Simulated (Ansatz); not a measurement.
H2N2 (SMILES [H]/N=N/[H]), charge 0, multiplicity 1, relaxed at each level with Ansatz (an electronic-structure program); harmonic frequencies from differences of analytic forces, average atomic masses, frozen cores.

| level | harmonic frequencies (cm⁻¹) | ZPE (eV) | cost over PBE/def2-TZVPP (rough) |
|---|---|---|---|
| PBE/def2-TZVPP | 1306 1318 1536 1600 3105 3133 | 0.744 | ×1 |
| r2SCAN/def2-TZVPP | 1357 1362 1592 1648 3194 3226 | 0.767 | ×1 |
| PBE0/def2-TZVPP | 1356 1358 1605 1696 3268 3300 | 0.780 | ×1 |
| wB97X-V/def2-TZVPP | 1356 1363 1614 1706 3306 3332 | 0.786 | ×2 |
| CCSD(T)/cc-pVDZ | 1317 1343 1569 1615 3222 3249 | 0.763 | ×1 |
| CCSD(T)/cc-pVTZ | 1328 1350 1558 1622 3269 3301 | 0.770 | ×10 |

Doubts at one or more of the structures used: a restricted determinant that unrestricted orbitals would lower (CCSD(T)/cc-pVDZ, CCSD(T)/cc-pVTZ).
